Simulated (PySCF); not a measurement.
C₆ coefficients of unlike pairs at UHF

Calculated with PySCF 2.14 from the dipole response of each species, C₆(A,B) = (3/π) ∫ α_A(iu) α_B(iu) du, in atomic units, from isotropic polarisabilities. For ions this is the dispersion term alone; charge-induced terms of lower order in 1/R come first.

| species | configuration | basis | relativity | α (bohr³) | C₆ (like pair) |
| --- | --- | --- | --- | --- | --- |
| S | [Ne] 3s2 3p4 (3P) | aug-cc-pV(D+d)Z (5s4p3d) | none | 17.75 | 122.3 |
| P | [Ne] 3s2 3p3 (4S) | aug-cc-pwCVDZ (6s5p3d) | none | 24.65 | 184.8 |
| Tc | [Kr] 4d5 5s2 (6S) | aug-cc-pVTZ-PP with one added diffuse shell each of s, p, d, f, g type with ECP28MDF (7s7p6d4f3g) | core potential | 137.7 | 1571 |
| Ag⁺ | [Kr] 4d10 (1S) | aug-cc-pVTZ-PP with one added diffuse shell each of s, p, d, f, g type with ECP28MDF (7s7p6d4f3g) | core potential | 8.799 | 51.20 |

Task: Estimate C₆ for Ag⁺ with Tc.

Result: The integral gives 210.2. The combination rule 2 C_A C_B / (C_A α_B/α_A + C_B α_A/α_B) gives 178.4 and the geometric mean 283.6.

No spin-orbit coupling is included.

The other pairs:

```tsv
pair	C₆
Ag⁺, P	89.04
Tc, S	375.1
Tc, P	484.2
P, S	149.2
Ag⁺, S	75.30
```
